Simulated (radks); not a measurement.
Results of a calculation; reference values are marked as such.
Question: The xenon ion Xe2+, configuration [Kr] 4d10 5s2 5p3 4f1 (not the ground configuration). Level of theory: Dirac Kohn-Sham, PBE, spin-unpolarised, spherical densities, finite nucleus; open shells fill j = l - 1/2 first; Fermi nuclear charge, rms radius 4.7859 fm (a radial shooting solver on a logarithmic mesh with Libxc functionals). Some entries of the table are withheld. Estimate them.

orbital  occ.  eigenvalue (eV)  <r> (bohr)
1s1/2       2        -34368.04     0.02666
2s1/2       2        -5366.576      0.1142
2p1/2       2        -5043.544     0.09620
2p3/2       4        -4718.893      0.1020
3s1/2       2              (1)      0.3060
3p1/2       2        -981.5828         (2)
3p3/2       4        -919.9054         (3)
3d3/2       4        -683.5850      0.2787
3d5/2       6        -670.5479      0.2823
4s1/2       2        -219.8757      0.7168
4p1/2       2              (4)         (5)
4p3/2       4              (6)         (7)
4d3/2       4         -83.1350      0.8693
4d5/2       6         -81.1476      0.8801
5s1/2       2         -40.7584       1.780
5p1/2       2         -29.0858       2.023
5p3/2       1         -27.5163       2.101
4f5/2       1          -6.9888       3.045
4f7/2       0          -6.9502       3.084

Answer: 
(1) 3s1/2 eigenvalue (eV): -1115.881
(2) 3p1/2 <r> (bohr): 0.2961
(3) 3p3/2 <r> (bohr): 0.3078
(4) 4p1/2 eigenvalue (eV): -172.3325
(5) 4p1/2 <r> (bohr): 0.7459
(6) 4p3/2 eigenvalue (eV): -160.0414
(7) 4p3/2 <r> (bohr): 0.7737
